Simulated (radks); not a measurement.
Results of a calculation; reference values are marked as such.
Task: These are the eigenvalues of the occupied orbitals of an atom or ion with whole-number occupations (hartree). Code: a radial shooting solver on a logarithmic mesh with Libxc functionals. Model: Dirac Kohn-Sham, PBE, spin-unpolarised, spherical densities, point nucleus.

1s1/2: -846.9774
2s1/2: -123.4232
2p1/2: -114.3280
2p3/2: -109.0134
3s1/2: -22.69164
3p1/2: -19.13260
3p3/2: -18.21827
3d3/2: -11.91931
3d5/2: -11.73900
4s1/2: -3.79700
4p1/2: -2.71371
4p3/2: -2.56909
4d3/2: -0.95373
4d5/2: -0.93739

Which element is it, and in what charge state? The configuration may be excited. Open shells, if any, fill j = l - 1/2 first.

Result: Z = 45, rhodium, charge +2: Rh2+ in [Kr] 4d7. The list shows which subshells hold electrons but not how many an open one holds; the 1s level, -846.98 hartree, gives Z - s = 41.2 by -(Z - s)^2/2, which with screening and relativity narrows Z to a few neighbours, and the depths of the outer levels then fix element, charge and occupations together.
